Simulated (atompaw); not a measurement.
## Reading a pseudo-wave (cobalt (Co))

Columns: radius, all-electron u(r) and pseudo u(r) of the 3p shell (level -65.64 eV) of cobalt in the configuration [Ne] 3s2 3p6 3d7 4s2 4p0; PBE, scalar-relativistic, PAW (atompaw) scheme, atompaw 4.2.0.5.

```tsv
r (bohr)	all-electron	pseudo
0.067	-0.4042	0.0368
0.135	-0.6259	0.1441
0.202	-0.4543	0.3045
0.269	-0.0895	0.4982
0.337	0.3122	0.7040
0.404	0.6529	0.8922
0.471	0.9079	1.0465
0.538	1.0748	1.1546
0.606	1.1657	1.2125
0.673	1.1939	1.2217
0.740	1.1777	1.1927
0.808	1.1300	1.1359
0.875	1.0636	1.0646
0.942	0.9862	0.9862
1.010	0.9027	0.9027
1.077	0.8199	0.8199
1.144	0.7392	0.7392
1.212	0.6615	0.6615
1.279	0.5901	0.5901
1.346	0.5244	0.5244
1.413	0.4644	0.4644
1.481	0.4094	0.4094
1.548	0.3607	0.3607
1.615	0.3172	0.3172
1.683	0.2779	0.2779
1.750	0.2436	0.2436
```

Q: How many radial nodes do the two functions have?

A: The all-electron 3p function has n − l − 1 = 1; the pseudo-wave has 0, since the states of the same l below it are removed with the core.

Q: At about which radius was the pseudo-wave matched?

A: 0.95 bohr, where the columns begin to agree (steps of 0.07 bohr).

Q: Is the pseudo-wave norm-conserving?

A: No, it belongs to a PAW set: the norm inside the radius is not constrained, and the difference is carried by the augmentation charge.
